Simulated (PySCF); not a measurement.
Bond length, frequency and bond energy of LiIn⁺ by level of theory

State: ²Σ⁺ (doublet), unpaired electrons σ ↑. Set-up: basis Li def2-SVPD, In def2-SVPD with ECP28; scalar-relativistic core potentials; PySCF 2.14. De refers to Li⁺ + In in their high-spin ground configurations, without counterpoise correction. The functionals are run spin-unrestricted. A positive dipole points towards In; it is taken about the centre of mass and depends on that origin.

```json
{"Level": "UHF", "Re (Å)": "3.263", "ωe (cm⁻¹)": "178", "De (eV)": "1.21", "μ (D)": "-9.39", "CPU s a point (SCF and correlation, without the integrals)": "0.14"}
{"Level": "UHF-MP2", "Re (Å)": "3.242", "ωe (cm⁻¹)": "182", "De (eV)": "1.17", "μ (D)": "n/a", "CPU s a point (SCF and correlation, without the integrals)": "0.22"}
{"Level": "UHF-SCS-MP2", "Re (Å)": "3.256", "ωe (cm⁻¹)": "180", "De (eV)": "1.17", "μ (D)": "n/a", "CPU s a point (SCF and correlation, without the integrals)": "n/a"}
{"Level": "UHF-CCSD", "Re (Å)": "3.246", "ωe (cm⁻¹)": "183", "De (eV)": "1.17", "μ (D)": "n/a", "CPU s a point (SCF and correlation, without the integrals)": "n/a"}
{"Level": "UHF-CCSD(T)", "Re (Å)": "3.244", "ωe (cm⁻¹)": "184", "De (eV)": "1.16", "μ (D)": "n/a", "CPU s a point (SCF and correlation, without the integrals)": "3.6"}
{"Level": "PBE", "Re (Å)": "3.282", "ωe (cm⁻¹)": "165", "De (eV)": "1.35", "μ (D)": "-8.85", "CPU s a point (SCF and correlation, without the integrals)": "0.52"}
{"Level": "r²SCAN", "Re (Å)": "3.235", "ωe (cm⁻¹)": "181", "De (eV)": "1.21", "μ (D)": "-9.25", "CPU s a point (SCF and correlation, without the integrals)": "0.69"}
{"Level": "PBE0", "Re (Å)": "3.224", "ωe (cm⁻¹)": "178", "De (eV)": "1.31", "μ (D)": "-8.97", "CPU s a point (SCF and correlation, without the integrals)": "1"}
{"Level": "r²SCAN0", "Re (Å)": "3.195", "ωe (cm⁻¹)": "189", "De (eV)": "1.21", "μ (D)": "-9.23", "CPU s a point (SCF and correlation, without the integrals)": "0.73"}
{"Level": "M06", "Re (Å)": "3.300", "ωe (cm⁻¹)": "171", "De (eV)": "1.22", "μ (D)": "-9.20", "CPU s a point (SCF and correlation, without the integrals)": "0.77"}
{"Level": "ωB97X", "Re (Å)": "3.150", "ωe (cm⁻¹)": "201", "De (eV)": "1.15", "μ (D)": "-9.29", "CPU s a point (SCF and correlation, without the integrals)": "0.73"}
{"Level": "B2PLYP", "Re (Å)": "3.217", "ωe (cm⁻¹)": "181", "De (eV)": "1.26", "μ (D)": "-9.06", "CPU s a point (SCF and correlation, without the integrals)": "0.51"}
```

Question: Which functional lies closest to UHF-CCSD(T) in De, which farthest, and by how much do they differ from it?

Answer: Closest is ωB97X (-9.4 pm in Re, +9.2 % in ωe, -0.01 eV in De against UHF-CCSD(T) in the same basis), farthest PBE (+3.8 pm in Re, -10.3 % in ωe, +0.19 eV in De). CCSD(T) converges more slowly with the basis than the functionals do and binds too weakly in this one, so the order can change at the basis-set limit.

Question: What does the step from GGA to meta-GGA do here, going from PBE to r²SCAN?

Answer: r²SCAN less PBE: -4.7 pm in Re, +9.7 % in ωe, -0.14 eV in De. 

Question: What does a quarter of exact exchange do here, going from r²SCAN to r²SCAN0?

Answer: r²SCAN0 less r²SCAN: -4.0 pm in Re, +4.4 % in ωe, +0.00 eV in De. Exact exchange removes part of the self-interaction that spreads semilocal densities, and in most molecules shortens and stiffens the bond and lowers De; so it does here.

Correlated steps freeze 4 core orbitals. Correlated levels converge slowly with the basis: in double zeta they bind strong bonds too weakly, by up to about 1 eV, and carry superposition errors of some tenths. Spin–orbit coupling is left out, which matters for elements this heavy, above all for dissociation energies. For an ion De counts to the pair picked by the measured ionisation energies or electron affinities, which need not be the lowest pair at this level. B2PLYP dipoles, levels and charges come from its SCF part alone. The state was picked by a PBE0 search and need not be the measured ground state.

The whole job (state search and all levels along the bond) took about 1.9 min on 1 thread of Intel Xeon Platinum 8175M @ 2.50GHz (shared host), peak memory 0.51 GiB.
